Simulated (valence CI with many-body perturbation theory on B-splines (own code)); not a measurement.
# Ir⁵⁶⁺: magnetic and hyperfine properties of the levels

Computed by valence CI with perturbative core correlation (CI+MBPT): three valence electrons over a frozen Dirac-Fock core [Ar], a basis of 9 s, 9 p, 10 d, 8 f, 5 g, 3 h, 1 i functions for each j, with the one-electron correlation potential Σ1 (screened to all orders), the two-electron term Σ2, the three-electron term Σ3, Breit, model QED; selected single and double excitations, second order for the rest (own B-spline code, finite nucleus).

No measured spectrum was set against this ion. As an estimate, large intervals hold to a few tenths of a per cent, small ones and those within an open d or f shell to about a per cent. The list stops below the first excitations out of the core. Only levels of the ground parity were solved; by the run's estimate the other parity begins above the list, which can be wrong where configurations are misplaced.

A/g_I is the dipole constant over the nuclear g factor μ/I (μ in nuclear magnetons, uniformly magnetised nucleus), B/Q the quadrupole constant per barn. Both hold the static response of the core; the bare values leave it out. Large factors of s and p1/2 electrons are usually good to 5 to 10 %; those of open d and f shells near neutrality can be off by tens of per cent, and small factors of p3/2, d and f electrons come from cancelling terms and can be off by a factor of two or in sign, in half-filled shells by more. B is blank for J = 1/2, where it vanishes, and for nearly pure S terms. Energies count from the lowest level.

Levels are named by their leading jj configuration (3d3/2^4 stands for four electrons in 3d with j = 3/2), which in mixed levels can hold well under half, so a name can repeat and another be missing. Letters in brackets count levels of one name in rising energy.

| Level | E (eV) | g | A/g_I (MHz) | A/g_I bare | B/Q (MHz/b) | B/Q bare |
| --- | --- | --- | --- | --- | --- | --- |
| (3d3/2^3) J=3/2 | 0.00 | 0.728 | 124000 | 123000 | -77200 | -78000 |
| (3d3/2^2 3d5/2) J=5/2 [a] | 80.50 | 1.052 | 70400 | 70800 | -40800 | -41300 |
| (3d3/2^2 3d5/2) J=3/2 | 87.04 | 1.160 | 56600 | 57300 | -13600 | -13700 |
| (3d3/2^2 3d5/2) J=9/2 | 90.76 | 1.027 | 79700 | 80000 | 90200 | 91000 |
| (3d3/2^2 3d5/2) J=7/2 | 91.14 | 1.031 | 77400 | 77600 | 34500 | 34700 |
| (3d3/2^2 3d5/2) J=1/2 | 92.71 | 1.791 | -55500 | -52800 |  |  |
| (3d3/2^2 3d5/2) J=5/2 [b] | 117.81 | 1.223 | 47300 | 48200 | 136000 | 137000 |
| (3d3/2 3d5/2^2) J=7/2 [a] | 170.02 | 1.120 | 56500 | 57000 | -11000 | -11200 |
| (3d3/2 3d5/2^2) J=9/2 | 174.92 | 1.126 | 59800 | 60400 | 24800 | 25000 |
| (3d3/2 3d5/2^2) J=3/2 [a] | 180.55 | 1.099 | 68200 | 68700 | -76500 | -77200 |
| (3d3/2 3d5/2^2) J=1/2 | 183.65 | 1.521 | -25300 | -23400 |  |  |
| (3d3/2 3d5/2^2) J=11/2 | 184.77 | 1.078 | 67700 | 68100 | 162000 | 163000 |
| (3d3/2 3d5/2^2) J=5/2 [a] | 185.02 | 1.299 | 19700 | 20800 | 86500 | 87300 |
| (3d3/2 3d5/2^2) J=5/2 [b] | 194.72 | 1.086 | 71400 | 71800 | -28300 | -28500 |
| (3d3/2 3d5/2^2) J=7/2 [b] | 194.81 | 1.080 | 69700 | 70100 | 31100 | 31500 |
| (3d3/2 3d5/2^2) J=3/2 [b] | 216.58 | 0.871 | 112000 | 112000 | 105000 | 106000 |

Task: Take the isotope of mass number 191, with I = 3/2, μ = 0.1502 μN and Q = 0.816 b. What is the hyperfine structure of (3d3/2^2 3d5/2) J=3/2?

Result: From the table A = 5670 MHz, B = -11100 MHz. Shifts from the centre of gravity in MHz: F = 0: -35100, F = 1: -18400, F = 2: 4070, F = 3: 9980.
